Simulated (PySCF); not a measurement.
# SnS at PBE0

Level: PBE0. basis Sn x2c-TZVPPall, S x2c-TZVPPall; spin-free X2C with a Gaussian nucleus; PySCF 2.14.

| Quantity | Value |
| --- | --- |
| state | triplet, unpaired electrons π ↑↑, a mixture of terms (⟨Lz²⟩ = 2.0), a second solution, started from another occupation |
| bond length | 0.2462 nm |
| harmonic wavenumber | 335 cm⁻¹ |
| force constant | 1.67 mdyn/Å |
| rotational constant Be | 0.1102 cm⁻¹ |
| anharmonicity ωexe | 1.01 cm⁻¹ |
| vibration–rotation constant αe | 0.000473 cm⁻¹ |
| energy of the minimum from ground-state Sn + S | -2.81 eV |
| bond order (Mayer) | 1.12 |
| dipole moment (positive dipole means Sn(−)S(+)) | -1.68 D |

Spin–orbit coupling is left out, which matters for elements this heavy, above all for dissociation energies.
